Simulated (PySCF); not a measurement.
From one molecule to another.

First species: C5H13BO3.
SMILES: `COB(OC)OC(C)C`

Second species: C4H6N2O2Si.
SMILES: `O=C(O)c1cncn1[SiH3]`

Levels: CAM-B3LYP/def2-SVPD for dipole moment, HOMO energy, LUMO energy, HOMO–LUMO gap, static isotropic polarisability and electronic spatial extent ⟨r²⟩ about the centre of nuclear charge; TDDFT CAM-B3LYP/def2-SVPD for lowest singlet excitation; TDA CAM-B3LYP/def2-SVPD for lowest triplet excitation (Tamm–Dancoff); ΔSCF CAM-B3LYP/def2-SVPD for vertical ionisation energy; PBE0-D3(BJ)/def2-SVP for rotational constant A and rotational constant C. Geometries: PBE0-D3(BJ)/def2-SVP. All species are isolated and taken at one optimised geometry, non-relativistic unless stated. Electronic properties by PySCF.

The conformers computed, where there is a choice (atom-mapped SMILES and torsion angles):
- `[CH3:1][O:2][B:3]([O:4][CH3:5])[O:6][CH:7]([CH3:8])[CH3:9]`: C1–O2–B3–O4 180°, O2–B3–O4–C5 0°, O2–B3–O6–C7 179°, B3–O6–C7–C8 -63°
- `[O:1]=[C:2]([OH:3])[c:4]1[cH:5][n:6][cH:7][n:8]1[SiH3:9]`: O1–C2–C4–C5 180°, H–O3–C2–O1 0°

Which has the higher rotational constant C?

The first: 0.901 GHz against 0.837 GHz, a difference of 0.064 GHz.

Which has the higher dipole moment?

The second: 1.76 D against 0.23 D, a difference of 1.53 D.

Which has the higher LUMO energy?

The first: 1.02 eV against -0.39 eV, a difference of 1.41 eV.

Which of the two has the higher ⟨r²⟩, and by how much?

The first: 1449 bohr² against 1316 bohr², a difference of 133 bohr².

Which has the higher HOMO–LUMO gap?

The first: 10.58 eV against 8.21 eV, a difference of 2.37 eV.

Which has the higher S1 energy?

The first: 7.68 eV against 5.40 eV, a difference of 2.28 eV.

Which of the two has the higher HOMO energy, and by how much?

The second: -8.60 eV against -9.56 eV, a difference of 0.96 eV.

Which has the higher vertical ionisation energy?

The first: 10.23 eV against 9.28 eV, a difference of 0.95 eV.

On the first: The principal polarisabilities are 77.3, 88.0 and 94.8 au; their mean is the isotropic value. No computed singlet falls in the visible range (750 to 380 nm, 1.65 to 3.26 eV); S1 lies 4.42 eV above its blue end.

On the second: The ΔSCF ionisation energy exceeds −ε(HOMO) by 0.68 eV with CAM-B3LYP. S1 lies 2.81 eV below the HOMO–LUMO gap; its leading configuration is HOMO→LUMO, weight 0.95.
